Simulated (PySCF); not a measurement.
C4H6ClF, SMILES CC/C(F)=C/Cl.

Geometry: PBE-D3(BJ)/def2-SVP. The structure was generated by enumeration; whether it is a known compound was not checked. The values are those of a single conformer.

Computed with PBE-D3(BJ)/def2-SVP in PySCF.

Frequencies are harmonic and unscaled.

```
mode  ν (cm⁻¹)  IR (km/mol)  moving atoms (share of kinetic energy)
----  --------  -----------  --------------------------------------
1           77          0.2         C 41 %, H 25 %, F 22 %, Cl 11 %
2          149          0.1         C 53 %, H 19 %, Cl 18 %, F 10 %
3          181          0.3         H 41 %, F 22 %, C 19 %, Cl 18 %
4          232          0.9                 H 57 %, F 27 %, Cl 10 %
5          309          1.2                  C 59 %, H 24 %, F 13 %
6          357          1.3         C 33 %, H 29 %, Cl 25 %, F 14 %
7          516          5.6          C 59 %, H 18 %, F 15 %, Cl 9 %
8          631          1.6                          C 73 %, H 18 %
9          743         21.1                          H 81 %, C 18 %
10         766          6.9                          H 77 %, C 21 %
11         823         17.9         C 61 %, F 18 %, H 11 %, Cl 10 %
12         865         54.8                  C 58 %, H 23 %, F 13 %
13         976         21.0                  H 50 %, C 38 %, F 11 %
14        1049          8.7                          H 65 %, C 35 %
15        1051          8.1                          C 60 %, H 40 %
16        1146         29.1                          H 69 %, C 27 %
17        1222          8.0                          H 78 %, C 20 %
18        1282          9.9                          H 64 %, C 33 %
19        1320         36.2                          C 60 %, H 36 %
20        1343          3.2                          H 76 %, C 23 %
21        1391          6.5                           H 92 %, C 8 %
22        1417          8.3                                  H 97 %
23        1433          8.5                                  H 93 %
24        1692         36.4                                  C 96 %
25        2963         15.0                                  H 94 %
26        2981         22.1                                  H 97 %
27        3037          6.3                           H 91 %, C 9 %
28        3073         16.9                          H 90 %, C 10 %
29        3080         12.3                           H 91 %, C 9 %
30        3162         10.6                           H 91 %, C 9 %
```
